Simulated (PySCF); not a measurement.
Electron correlation in Yb(2+) (ytterbium, charge +2)

[Xe] 4f14, closed-shell 1S. All numbers are calculated (PySCF 2.14, scalar relativity by spin-free X2C-1e, in x2c-TZVPPall (11s7p7d4f2g, 113 functions)). Frozen: [Kr] 4d10; 22 electrons correlated.

MP2 pair energies summed by pair of shells (mhartree):

```json
{"pair": "4f-4f", "energy": "-720.40", "share (%)": "59.1"}
{"pair": "4f-5p", "energy": "-277.51", "share (%)": "22.8"}
{"pair": "5p-5p", "energy": "-121.23", "share (%)": "9.9"}
{"pair": "4f-5s", "energy": "-63.34", "share (%)": "5.2"}
{"pair": "5s-5p", "energy": "-30.60", "share (%)": "2.5"}
{"pair": "5s-5s", "energy": "-6.08", "share (%)": "0.5"}
```

Total MP2 correlation energy: -1219.2 mhartree.

Same-spin part -472.08 and opposite-spin part -747.08 mhartree; SCS-MP2 scales them by 1/3 and 6/5 to -1053.9 mhartree.
